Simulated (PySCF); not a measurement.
# Au⁺: ionisation energy

Au⁺ [Xe] 4f14 5d10 (1S) → Au²⁺ [Xe] 4f14 5d9 (2D), as a difference of total energies. All numbers are calculated (PySCF 2.14, a scalar-relativistic core potential, in def2-TZVP with the def2 core potential (60 electrons)). Correlated levels: valence: 5s2 5p6 frozen. The calculations carry no spin-orbit coupling.

| method | ionisation energy (eV) | difference from reference (eV) |
| --- | --- | --- |
| UHF | 19.053 | -1.150 |
| M06-L | 20.691 | +0.488 |
| TPSS | 20.746 | +0.543 |
| MP2 (valence) | 20.662 | +0.459 |
| SCS-MP2 (valence) | 20.511 | +0.308 |

Reference: 20.203 ± 0.025 eV (measured; NIST Atomic Spectra Database, ionization energies).

The reference lies between the lowest fine-structure levels, while these numbers refer to the centres of the terms.

Errors of the correlated levels include the incompleteness of this basis and the frozen core.
